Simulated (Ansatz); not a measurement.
System: methyl-[(E)-prop-1-enyl]silane, C4H10Si, net charge 0, singlet state. 
Structure (B3LYP-D3(BJ)/def2-TZVP (Ansatz, a program for electronic structure) minimum search):
SMILES: C/C=C/[SiH2]C
```xyz
15

C      2.9237     0.3824     0.4020
C      1.5522    -0.2141     0.3733
C      0.5279     0.2177    -0.3646
Si    -1.1617    -0.5572    -0.3519
C     -2.4754     0.6550     0.2231
H      3.1867     0.7054     1.4138
H      3.6749    -0.3562     0.1064
H      3.0019     1.2407    -0.2660
H      1.4071    -1.0773     1.0207
H      0.7013     1.0826    -1.0053
H     -1.1214    -1.7378     0.5489
H     -1.5167    -1.0254    -1.7179
H     -2.5037     1.5331    -0.4257
H     -2.2712     0.9945     1.2403
H     -3.4660     0.1958     0.2086
```
Charge 0, spin multiplicity 1.

Basis-set convergence of Hartree-Fock and CCSD(T) correlation energies (hartree) with Ansatz. Cores are frozen in the correlated levels unless marked. Spin-orbit coupling is left out. Non-relativistic.

| basis | functions | E(HF) | E(corr, CCSD(T)) |
|---|---|---|---|
| aug-cc-pV(D+d)Z | 214 | -446.24139 | -0.78546 |
| aug-cc-pV(T+d)Z | 469 | (withheld) | (withheld) |

Fill in the missing entries.


- aug-cc-pV(T+d)Z, E(HF): -446.29518
- aug-cc-pV(T+d)Z, E(corr, CCSD(T)): -0.91644
